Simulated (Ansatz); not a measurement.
Ligand exchange: CH2FI + C2H6Mg → CH3I + C2H5FMg

Species: CH2FI (fluoroiodomethane) `FCI`, singlet; C2H6Mg `C[CH2][MgH]`, singlet; CH3I `CI`, singlet; C2H5FMg `C[CH2][Mg][F]`, singlet. The partners trade F for H: C–F and Mg–H bonds give way to C–H and Mg–F.

Shapes, held fixed at every level: PBE0-D4/def2-TZVP. Programs: Ansatz 0.2.0. The zero-point and thermal change to 298 K, harmonic and unscaled (PBE0-D4/def2-TZVP), is +11.1 kJ/mol.

```tsv
level	kind	ΔH(298 K) (kJ/mol)	less CCSD(T)/def2-TZVPP
BHLYP-D4/def2-TZVPP	global hybrid	-270.9	+0.7
PBE0-D4/def2-TZVPP	global hybrid	-262.4	+9.2
r2SCAN0-D4/def2-TZVPP	global hybrid	-270.3	+1.3
wB97M-V/def2-TZVPP	range-separated hybrid	-267.4	+4.2
MP2/def2-TZVPP	perturbation theory	-287.6	-16.0
CCSD(T)/def2-SVP	coupled cluster or CI	-280.5	-8.9
CCSD(T)/def2-TZVPP	coupled cluster or CI	-271.6	0.0
```

The highest level, CCSD(T)/def2-TZVPP, gives ΔH(298 K) = -271.6 kJ/mol; the levels span -287.6 to -262.4. The column of differences is taken from that level and isn't an error. No measured value is set beside it here. For atoms past krypton def2 sets carry core potentials with scalar relativity. Outer-core shells of I, Mg are correlated, in sets that cover them unevenly.
